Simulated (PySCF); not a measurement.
**C7H15B: core ionisation energies**

Species: C7H15B.
SMILES with atom numbers: `[CH3:1][CH2:2][C@H:3]1[BH:4][CH2:5][CH2:6][CH2:7][CH2:8]1`

Computed with delta-SCF UKS SCAN, pcX-2 on the ionised atom, pcseg-1 elsewhere, spin-free X2C in PySCF 2.14.0. These are vertical core ionisation energies against the vacuum level, from separate self-consistent calculations with and without the core hole.

Problem. What binding energy does each computed site have?

Solution. 
```json
{"atom(s)": "C1", "environment": "methyl carbon", "level": "C 1s", "binding energy (eV)": "290.33", "above the level's lowest (eV)": "+0.59", "count": "1"}
{"atom(s)": "C2", "environment": "chain CH2 carbon", "level": "C 1s", "binding energy (eV)": "290.28", "above the level's lowest (eV)": "+0.54", "count": "1"}
{"atom(s)": "C3", "environment": "sp3 carbon bound to boron", "level": "C 1s", "binding energy (eV)": "289.74", "above the level's lowest (eV)": "0.00", "count": "1"}
{"atom(s)": "B4", "environment": "three-coordinate boron", "level": "B 1s", "binding energy (eV)": "195.26", "above the level's lowest (eV)": "0.00", "count": "1"}
{"atom(s)": "C5", "environment": "sp3 carbon bound to boron", "level": "C 1s", "binding energy (eV)": "289.85", "above the level's lowest (eV)": "+0.11", "count": "1"}
{"atom(s)": "C6", "environment": "ring CH2 carbon", "level": "C 1s", "binding energy (eV)": "290.28", "above the level's lowest (eV)": "+0.54", "count": "1"}
{"atom(s)": "C7", "environment": "ring CH2 carbon", "level": "C 1s", "binding energy (eV)": "290.26", "above the level's lowest (eV)": "+0.52", "count": "1"}
{"atom(s)": "C8", "environment": "ring CH2 carbon", "level": "C 1s", "binding energy (eV)": "290.17", "above the level's lowest (eV)": "+0.43", "count": "1"}
```

Lowest listed C 1s: C3, bonded to 2 C, H and B. Highest, 0.59 eV above it: C1, bonded to C and 3 H. Summing the Pauling electronegativity differences to the bonded atoms, each weighted by its formal bond order, gives -0.86 for the lowest site and -1.05 for the highest; the largest sum, -0.70, belongs to C6, 0.05 eV below the top. The smallest sum, -1.21, belongs to C5, 0.11 eV above the lowest. The values 290.26, 290.28, 290.28 and 290.33 eV lie too close for their order to be trusted.

Problem. Which effective nuclear charge Zeff reproduces each element's mean 1s value in the hydrogen-like formula E = 13.606 eV × Zeff²?

Solution. B (Z = 5): mean 195.3 eV, Zeff = 3.79, Z − Zeff = 1.21; C (Z = 6): mean 290.1 eV, Zeff = 4.62, Z − Zeff = 1.38. Means run over the listed sites, weighted by atom count.

Problem. Give the binding energy of C 1s of C5 in hartree and in kJ/mol.

Solution. 289.85 eV = 10.6518 Eh = 27966 kJ/mol.

The structure is a single PBE0-D3(BJ)/def2-SVP conformer in the gas phase; no vibrational or solvent corrections.
